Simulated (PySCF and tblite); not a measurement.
Results of a calculation; reference values are marked as such.
Molecule: C₅H₇F₃, numbered as in [F:1][C@H:2]1[CH2:3][CH2:4][C:5]([F:6])([F:7])[CH2:8]1.

The ring 2–3–4–5–8 is held at Altona–Sundaralingam phase angles P (ν_j = ν_max cos(P + 144°(j − 2)), ν_j about the bond from ring atom j to j + 1, counted from 0) and the rest relaxed at GFN2-xTB. Energies: PBE0/pcSseg-1 + D3(BJ). (tblite 0.8, PySCF 2.14.)

GFN2-xTB profile:

(phase angle P °, kcal/mol): (18, 1.74), (36, 1.84), (54, 1.73), (72, 1.42), (90, 0.94), (108, 0.42), (126, 0.05), (144, 0.00), (162, 0.27), (180, 0.71), (198, 1.08), (216, 1.25), (234, 1.20), (252, 0.94), (270, 0.70), (288, 0.57), (306, 0.61), (324, 0.83), (342, 1.15), (360, 1.48)

Question: Give the DFT energy and dipole along the phase angle P.

Answer: 
```
phase angle P °  E kcal/mol  dipole D  amplitude °
             36        2.03      2.98           31
             72        1.75      2.91           30
            108        0.55      2.62           36
            144        0.00      1.92           38
            180        1.13      1.38           36
            216        1.88      1.36           34
            252        1.55      1.48           37
            288        1.50      1.68           37
            324        1.42      2.15           37
            360        1.83      2.71           34
```

Question: How free is the pseudorotation?

Answer: The sampled points span 2.03 kcal/mol, from P = 144° to P = 36°; RT at 298 K is 0.59 kcal/mol, so it is hindered but fast.
